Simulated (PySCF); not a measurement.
C₆ coefficients of unlike pairs at PBE0

Calculated with PySCF 2.14 from the dipole response of each species, C₆(A,B) = (3/π) ∫ α_A(iu) α_B(iu) du, in atomic units, from isotropic polarisabilities. For ions this is the dispersion term alone; charge-induced terms of lower order in 1/R come first.

```
species           configuration                                                                            basis      relativity  α (bohr³)  C₆ (like pair)
  O(3+)       [He] 2s2 2p1 (2P)                                                        aug-cc-pVTZ-DK (5s4p3d2f)   spin-free X2C      1.352           1.264
      S       [Ne] 3s2 3p4 (3P)        x2c-TZVPPall with one added diffuse shell each of s, p, d type (6s6p4d1f)   spin-free X2C      19.91           137.1
  S(3+)       [Ne] 3s2 3p1 (2P)  aug-cc-pCVTZ-DK with one added diffuse shell each of s, p, d, f type (9s8p6d4f)   spin-free X2C      5.351           14.26
    Xe+  [Kr] 4d10 5s2 5p5 (2P)                                        aug-cc-pwCVDZ-PP with ECP28MDF (6s5p4d1f)  core potential      18.13           158.5
```

(1) Estimate C₆ for Xe+ with O(3+).

No spin-orbit coupling is included.

The other pairs:

| pair | C₆ |
| --- | --- |
| S(3+), O(3+) | 4.163 |
| Xe+, S(3+) | 47.52 |
| S, O(3+) | 12.37 |
| Xe+, S | 145.5 |
| S(3+), S | 43.60 |

## Answers

(1) The integral gives 13.87. The combination rule 2 C_A C_B / (C_A α_B/α_A + C_B α_A/α_B) gives 13.93 and the geometric mean 14.15.
